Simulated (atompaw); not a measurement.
# Plane-wave convergence, PAW (atompaw) potential for Sc (Z = 21)

scandium (Sc), PAW, made with atompaw 4.2.0.5 (LDA (PW92), scalar-relativistic). Core [Ne], reference 3s2 3p6 3d1 4s2 4p0. Waves: 3s (bound); 4s (bound); 3p (bound); 4p (bound, empty); 3d (bound); 3d channel at 1.35 Ry. Local part: bessel scheme, radius 1.65 bohr. Core correction: smooth core density matched at 1.30 bohr. Augmentation charge: besselshape compensation charge, radius 1.65 bohr; PAW radius 2.25 bohr; waves and projectors: bloechl.

The pseudo-atom Hamiltonian at the reference potential is diagonalised in spherical Bessel functions j_l(qr) that vanish at 20 bohr, with q² up to the cutoff. All-electron valence levels (Ry): 3s -4.0214, 4s -0.3155, 3p -2.4671, 4p -0.1117, 3d -0.2518.

Problem. How do the lowest levels (Ry) of each channel move with the cutoff, and are there ghosts?

Solution.

| cutoff (Ry) | s #1 | s #2 | s #3 | p #1 | p #2 | p #3 | d #1 | f #1 | f #2 | Σ f·Δε (mRy) |
| --- | --- | --- | --- | --- | --- | --- | --- | --- | --- | --- |
| 8 | -3.8954 | -0.2930 | 0.0064 | -2.1043 | -0.0771 | 0.0537 | -0.0478 | 0.1028 | 0.2169 | 2678.1 |
| 12 | -3.9972 | -0.3107 | 0.0037 | -2.3469 | -0.0940 | 0.0487 | -0.1543 | 0.1028 | 0.2169 | 877.1 |
| 18 | -4.0197 | -0.3152 | 0.0030 | -2.4463 | -0.1065 | 0.0455 | -0.2299 | 0.1028 | 0.2169 | 151.0 |
| 25 | -4.0212 | -0.3155 | 0.0029 | -2.4650 | -0.1110 | 0.0444 | -0.2474 | 0.1028 | 0.2169 | 17.6 |
| 35 | -4.0214 | -0.3155 | 0.0029 | -2.4670 | -0.1117 | 0.0442 | -0.2516 | 0.1028 | 0.2169 | 0.9 |
| 45 | -4.0214 | -0.3155 | 0.0029 | -2.4671 | -0.1117 | 0.0442 | -0.2518 | 0.1028 | 0.2169 | 0.1 |
| 400 | -4.0214 | -0.3155 | 0.0029 | -2.4671 | -0.1117 | 0.0442 | -0.2518 | 0.1028 | 0.2169 | 0.0 |

Result: no extra level below or beside the all-electron valence levels (s, p, d, f tested); 10 mRy is reached at 30 Ry and 1 mRy at 35 Ry.
